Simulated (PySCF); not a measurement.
# Bi+ (bismuth, charge +1) across methods

[Xe] 4f14 5d10 6s2 6p1 6d1, one real determinant (an excited configuration). All numbers are calculated (PySCF 2.14, a scalar-relativistic core potential, in aug-cc-pVQZ-PP with one added diffuse shell each of s, p, d, f, g type with ECP60MDF (8s8p6d4f3g, 117 functions)).

```
 method  E (hartree)  mean ε 6s β (eV)  mean ε 6p α (eV)  mean ε 6d α (eV)  Σ⟨r²⟩ (bohr²)   ⟨S²⟩
 r2SCAN    -214.0690           -24.367           -14.361            -5.267          69.27  2.003
    PBE    -214.0113           -24.161           -13.998            -5.344          69.10  2.001
    UHF   -212.95962           -27.326           -17.962            -6.260          74.51  2.006
 revPBE    -214.0708           -24.046           -13.961            -5.369          69.19  2.001
   MN15    -213.5388           -26.615           -15.814            -5.621          69.83  2.002
   PBE0    -213.9794           -25.220           -15.132            -5.673          69.80  2.001
LC-wPBE    -213.9910           -27.970           -17.843            -6.732          70.45  2.003
```

Estimate the same row for LDA.

E (hartree) = -213.6837; mean ε 6s β (eV) = -24.619; mean ε 6p α (eV) = -14.139; mean ε 6d α (eV) = -5.256; Σ⟨r²⟩ (bohr²) = 68.90; ⟨S²⟩ = 2.000.

⟨L²⟩ = 8.03 against 12 for a pure F term, so this real determinant mixes terms. Energies and moments cover only the electrons outside the core potential. Spin-orbit coupling, absent here, splits the open shell strongly. The outer electron is Rydberg-like, and this basis confines it to a smaller radius and binds it less than a complete one would.
